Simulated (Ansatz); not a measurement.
`C#C[SiH2][AlH][Cl]` and `[SiH3][AlH][Cl]` differ in one atom or group.

Ansatz, PBE0-D4/def2-TZVP geometries, multiplicity 1. Each molecule was computed in one conformer, which needn't be the lowest.

| property | `C#C[SiH2][AlH][Cl]` |
| --- | --- |
| HOMO–LUMO gap (PBE0/def2-TZVPP) / eV | 5.50 |
| HOMO–LUMO gap (PBE/def2-TZVPP) / eV | 3.67 |
| LUMO energy (PBE/def2-TZVPP) / eV | -2.80 |
| HOMO energy (ωB97M-V/def2-TZVPP) / eV | -9.53 |
| HOMO energy (PBE0/def2-TZVPP) / eV | -7.55 |
| LUMO energy (PBE0/def2-TZVPP) / eV | -2.05 |

Problem. Give the same properties after the change, and the shifts. (An estimate is asked.)

Solution. Ansatz gave: 
| property | `[SiH3][AlH][Cl]` | shift |
| --- | --- | --- |
| HOMO–LUMO gap (PBE0/def2-TZVPP) / eV | 5.78 | 0.28 |
| HOMO–LUMO gap (PBE/def2-TZVPP) / eV | 3.92 | 0.25 |
| LUMO energy (PBE/def2-TZVPP) / eV | -2.77 | 0.03 |
| HOMO energy (ωB97M-V/def2-TZVPP) / eV | -9.80 | -0.27 |
| HOMO energy (PBE0/def2-TZVPP) / eV | -7.80 | -0.25 |
| LUMO energy (PBE0/def2-TZVPP) / eV | -2.02 | 0.03 |

The zero-point energy changes by -31.7 kJ/mol with -6 modes.
